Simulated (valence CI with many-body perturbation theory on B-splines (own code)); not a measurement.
Sm XXX: electric-dipole lines

Level of theory: relativistic CI+MBPT: five valence electrons over a frozen Dirac-Fock core [Ar] 3d10, a basis of 11 s, 11 p, 10 d, 8 f, 5 g, 2 h functions for each j, with the one-electron correlation potential Σ1, the two-electron term Σ2, the three-electron term Σ3, Breit, model QED; selected CI, second order for the rest, scaled by the run's own slope (own B-spline code, finite nucleus).

The last digits are not significant, and no measured levels were compared; by estimate large intervals hold to a few tenths of a per cent, small ones and those within an open d or f shell to about a per cent. Among the levels kept, up to 2200 cm⁻¹ of a level comes from second order outside the variational space, and about a tenth of that is noise between levels of different J, which matters for small intervals.

Lines 101 to 150 of 552 in falling wavelength, among levels below 2611100 cm⁻¹, chosen from the strongest by gf and those to the six lowest levels. Wavelengths and rates use the calculated energies. Electric multipoles are in the length gauge with retardation, E1 and E2 with the static RPA response of the core. Weak lines are less certain than strong ones. Lines between different terms over intervals too small for the method are left out, as are lines whose strength nearly cancels. Where a level lies close to another of its J and parity, the split of strength between their lines is uncertain. The highest levels of a list are the least certain.

Levels are named by their leading jj configuration (3d3/2^4 stands for four electrons in 3d with j = 3/2), which in mixed levels can hold well under half, so a name can repeat and another be missing. Letters in brackets count levels of one name in rising energy.

| λ vac (Å) | Upper | Lower | A (s⁻¹) | S (a.u.) with core polarisation | S without |
| --- | --- | --- | --- | --- | --- |
| 109.7 | (4s 4p1/2 4p3/2^2 4d3/2) J=1/2 [c] | (4s 4p1/2 4p3/2^3) J=3/2 [b] | 5.16e+10 | 6.72e-02 | 7.19e-02 |
| 109.6 | (4s 4p1/2 4p3/2^2 4d3/2) J=5/2 [c] | (4s^2 4p1/2 4p3/2 4d3/2) J=5/2 | 2.76e+10 | 1.08e-01 | 1.15e-01 |
| 109.3 | (4s^2 4p1/2 4d5/2^2) J=7/2 | (4s^2 4p1/2 4p3/2 4d5/2) J=5/2 [c] | 3.22e+10 | 1.66e-01 | 1.79e-01 |
| 109.2 | (4s 4p1/2 4p3/2^2 4d3/2) J=5/2 [e] | (4s^2 4p1/2 4p3/2 4d5/2) J=5/2 [b] | 2.33e+10 | 9.01e-02 | 9.65e-02 |
| 108.8 | (4s 4p1/2 4p3/2^2 4d3/2) J=3/2 [e] | (4s^2 4p1/2 4p3/2 4d3/2) J=5/2 | 4.81e+10 | 1.23e-01 | 1.31e-01 |
| 108.8 | (4s 4p1/2 4p3/2^2 4d5/2) J=7/2 [c] | (4s^2 4p1/2 4p3/2 4d5/2) J=7/2 [a] | 3.02e+10 | 1.53e-01 | 1.65e-01 |
| 108.3 | (4s 4p1/2 4p3/2^2 4d5/2) J=3/2 [f] | (4s^2 4p1/2 4p3/2 4d5/2) J=5/2 [c] | 8.25e+10 | 2.07e-01 | 2.21e-01 |
| 108.0 | (4s 4p1/2 4p3/2^2 4d5/2) J=5/2 [h] | (4s^2 4p1/2 4p3/2 4d5/2) J=7/2 [b] | 7.93e+10 | 2.95e-01 | 3.17e-01 |
| 107.8 | (4s^2 4p1/2 4p3/2 4d5/2) J=7/2 [a] | (4s^2 4p1/2 4p3/2^2) J=5/2 | 2.56e+08 | 1.26e-03 | 1.34e-03 |
| 107.7 | (4p1/2^2 4p3/2^3) J=3/2 | (4s 4p1/2^2 4p3/2^2) J=5/2 | 2.28e+10 | 5.62e-02 | 6.01e-02 |
| 107.0 | (4s 4p1/2 4p3/2^2 4d5/2) J=7/2 [e] | (4s^2 4p1/2 4p3/2 4d5/2) J=9/2 | 1.35e+11 | 6.55e-01 | 7.01e-01 |
| 107.0 | (4s 4p3/2^3 4d5/2) J=7/2 [b] | (4s^2 4p3/2^2 4d5/2) J=9/2 | 6.83e+10 | 3.31e-01 | 3.55e-01 |
| 107.0 | (4s 4p1/2^2 4p3/2 4d3/2) J=5/2 [b] | (4s 4p1/2^2 4p3/2^2) J=3/2 | 1.99e+10 | 7.20e-02 | 7.76e-02 |
| 107.0 | (4s^2 4p3/2^2 4d3/2) J=1/2 | (4s^2 4p3/2^3) J=3/2 | 2.48e+09 | 2.99e-03 | 3.23e-03 |
| 106.9 | (4s 4p1/2 4p3/2^2 4d5/2) J=5/2 [d] | (4s^2 4p1/2 4p3/2 4d5/2) J=7/2 [a] | 3.73e+10 | 1.35e-01 | 1.44e-01 |
| 106.6 | (4s 4p3/2^3 4d5/2) J=3/2 [b] | (4s^2 4p3/2^2 4d3/2) J=5/2 | 5.32e+10 | 1.27e-01 | 1.36e-01 |
| 106.5 | (4s^2 4p3/2 4d3/2 4d5/2) J=5/2 [d] | (4s^2 4p3/2^2 4d5/2) J=3/2 | 2.77e+10 | 9.90e-02 | 1.06e-01 |
| 106.4 | (4s 4p1/2 4p3/2^2 4d3/2) J=3/2 [e] | (4s^2 4p1/2 4p3/2 4d3/2) J=1/2 [a] | 2.95e+10 | 7.02e-02 | 7.54e-02 |
| 106.4 | (4s 4p1/2 4p3/2^2 4d5/2) J=9/2 [d] | (4s^2 4p1/2 4p3/2 4d3/2) J=7/2 | 2.01e+10 | 1.19e-01 | 1.28e-01 |
| 106.3 | (4s 4p1/2 4p3/2^2 4d5/2) J=7/2 [b] | (4s^2 4p1/2 4p3/2 4d3/2) J=7/2 | 2.45e+10 | 1.16e-01 | 1.24e-01 |
| 106.3 | (4s^2 4p1/2 4p3/2 4d3/2) J=3/2 [b] | (4s^2 4p1/2 4p3/2^2) J=1/2 | 1.19e+09 | 2.83e-03 | 3.00e-03 |
| 106.1 | (4s 4p1/2 4p3/2^3) J=3/2 [b] | (4s^2 4p1/2 4p3/2^2) J=5/2 | 1.17e+11 | 2.75e-01 | 2.95e-01 |
| 105.9 | (4s^2 4p1/2 4d5/2^2) J=9/2 | (4s^2 4p1/2 4p3/2 4d5/2) J=7/2 [b] | 3.63e+10 | 2.13e-01 | 2.28e-01 |
| 105.9 | (4s^2 4p1/2^2 4d3/2) J=3/2 | (4s^2 4p1/2^2 4p3/2) J=3/2 | 1.04e+11 | 2.44e-01 | 2.61e-01 |
| 105.7 | (4s 4p3/2^3 4d5/2) J=7/2 [b] | (4s^2 4p3/2^2 4d5/2) J=7/2 | 1.48e+10 | 6.91e-02 | 7.42e-02 |
| 105.5 | (4s^2 4p3/2^2 4d3/2) J=5/2 | (4s^2 4p3/2^3) J=3/2 | 6.51e+09 | 2.27e-02 | 2.42e-02 |
| 105.2 | (4s^2 4p1/2 4d3/2^2) J=3/2 | (4s^2 4p1/2 4p3/2 4d5/2) J=5/2 [b] | 3.15e+10 | 7.25e-02 | 7.75e-02 |
| 105.2 | (4s 4p1/2 4p3/2^3) J=1/2 | (4s^2 4p1/2 4p3/2^2) J=3/2 | 9.09e+10 | 1.04e-01 | 1.12e-01 |
| 105.1 | (4s 4p1/2 4p3/2^2 4d5/2) J=7/2 [d] | (4s^2 4p1/2 4p3/2 4d5/2) J=7/2 [a] | 2.14e+10 | 9.79e-02 | 1.05e-01 |
| 104.9 | (4s^2 4p3/2 4d5/2^2) J=11/2 | (4s^2 4p3/2^2 4d5/2) J=9/2 | 1.99e+10 | 1.36e-01 | 1.46e-01 |
| 104.8 | (4s 4p1/2 4p3/2^2 4d5/2) J=7/2 [f] | (4s^2 4p1/2 4p3/2 4d5/2) J=9/2 | 2.75e+10 | 1.25e-01 | 1.34e-01 |
| 104.4 | (4s 4p1/2^2 4p3/2 4d3/2) J=1/2 [b] | (4s 4p1/2^2 4p3/2^2) J=3/2 | 9.73e+10 | 1.09e-01 | 1.17e-01 |
| 104.2 | (4s 4p1/2^2 4p3/2 4d5/2) J=3/2 [a] | (4s 4p1/2^2 4p3/2^2) J=5/2 | 2.20e+10 | 4.92e-02 | 5.24e-02 |
| 104.2 | (4s^2 4p3/2 4d3/2^2) J=5/2 | (4s^2 4p3/2^2 4d3/2) J=7/2 | 3.34e+10 | 1.12e-01 | 1.20e-01 |
| 104.0 | (4s 4p1/2 4p3/2^2 4d3/2) J=3/2 [a] | (4s^2 4p1/2^2 4d3/2) J=3/2 | 6.11e+10 | 1.36e-01 | 1.45e-01 |
| 103.9 | (4s^2 4p3/2 4d3/2 4d5/2) J=5/2 [a] | (4s^2 4p3/2^2 4d5/2) J=7/2 | 1.99e+10 | 6.62e-02 | 7.09e-02 |
| 103.6 | (4s 4p1/2 4p3/2^2 4d5/2) J=7/2 [b] | (4s^2 4p1/2 4p3/2 4d3/2) J=5/2 | 2.08e+10 | 9.13e-02 | 9.77e-02 |
| 103.5 | (4s 4p1/2 4p3/2^2 4d5/2) J=5/2 [d] | (4s^2 4p1/2 4p3/2 4d3/2) J=7/2 | 3.16e+10 | 1.04e-01 | 1.11e-01 |
| 103.5 | (4s 4p1/2^2 4p3/2 4d5/2) J=5/2 [b] | (4s^2 4p1/2^2 4d3/2) J=3/2 | 2.49e+10 | 8.16e-02 | 8.68e-02 |
| 103.2 | (4s 4p1/2 4p3/2^2 4d5/2) J=1/2 [c] | (4s^2 4p1/2 4p3/2 4d5/2) J=3/2 [a] | 1.31e+11 | 1.42e-01 | 1.52e-01 |
| 102.6 | (4s^2 4p1/2 4p3/2 4d5/2) J=5/2 [a] | (4s^2 4p1/2 4p3/2^2) J=5/2 | 6.30e+09 | 2.01e-02 | 2.14e-02 |
| 102.5 | (4s^2 4p1/2 4d3/2 4d5/2) J=9/2 | (4s^2 4p1/2 4p3/2 4d5/2) J=9/2 | 8.96e+10 | 4.77e-01 | 5.09e-01 |
| 102.5 | (4s 4p1/2 4p3/2^3) J=3/2 [b] | (4s^2 4p1/2 4p3/2^2) J=3/2 | 2.47e+10 | 5.25e-02 | 5.58e-02 |
| 102.5 | (4s^2 4p3/2^2 4f5/2) J=9/2 | (4s^2 4p3/2^2 4d3/2) J=7/2 | 3.39e+10 | 1.80e-01 | 1.94e-01 |
| 101.9 | (4s^2 4p3/2 4d3/2 4d5/2) J=5/2 [c] | (4s^2 4p3/2^2 4d3/2) J=7/2 | 5.64e+10 | 1.77e-01 | 1.89e-01 |
| 101.8 | (4s^2 4p3/2 4d5/2^2) J=7/2 | (4s^2 4p3/2^2 4d3/2) J=7/2 | 1.74e+10 | 7.27e-02 | 7.77e-02 |
| 101.8 | (4s 4p3/2^3 4d5/2) J=3/2 [a] | (4s 4p3/2^4) J=1/2 | 3.34e+10 | 6.95e-02 | 7.44e-02 |
| 101.7 | (4s^2 4p1/2 4p3/2 4d3/2) J=3/2 [b] | (4s^2 4p1/2 4p3/2^2) J=5/2 | 9.01e+09 | 1.87e-02 | 2.01e-02 |
| 101.7 | (4s 4p1/2 4p3/2^2 4d5/2) J=5/2 [e] | (4s^2 4p1/2 4p3/2 4d3/2) J=7/2 | 4.42e+10 | 1.38e-01 | 1.47e-01 |
| 101.6 | (4s^2 4p1/2 4p3/2 4d5/2) J=3/2 [a] | (4s^2 4p1/2 4p3/2^2) J=1/2 | 2.94e+09 | 6.10e-03 | 6.56e-03 |
